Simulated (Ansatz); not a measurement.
Frontier orbitals of `O=C=[N][Sn]([Cl])([Cl])[Cl]`.

The species carries charge 0 and has multiplicity 1. Correlated methods include outer-core shells of Sn, which these sets cover unevenly. Sn: def2 effective core potential. Geometry: relaxed with PBE0-D4/def2-TZVP. It is one conformer, not always the lowest. Basis def2-TZVPP, Ansatz 0.2.0.

| functional | HOMO (eV) | LUMO (eV) | gap (eV) |
| --- | --- | --- | --- |
| PBE | -7.86 | -3.93 | 3.93 |
| BLYP | -7.71 | -3.86 | 3.85 |
| B97M-V | -8.22 | -3.63 | 4.59 |
| PBE0 | -9.30 | -3.03 | 6.27 |
| B3LYP | -9.03 | -3.33 | 5.70 |
| r2SCANh | -8.74 | -3.44 | 5.30 |
| HSE06 (plane-wave form) | -8.90 | -3.40 | 5.50 |
| BHLYP | -10.62 | -2.03 | 8.59 |
| ωB97M-V | -11.55 | -0.94 | 10.61 |
| HF | -12.75 | 0.89 | 13.64 |

A quarter of exact exchange (PBE0) shifts PBE's HOMO by −1.44 eV and its LUMO by +0.90 eV; full exchange at long range (ωB97M-V) shifts them by −3.69 and +2.99 eV. The gap opens from 3.93 to 10.61 eV, since occupied levels lose self-interaction and empty ones feel all the electrons.

B3LYP here is the variant with VWN-RPA as its local correlation; programs differ in this.
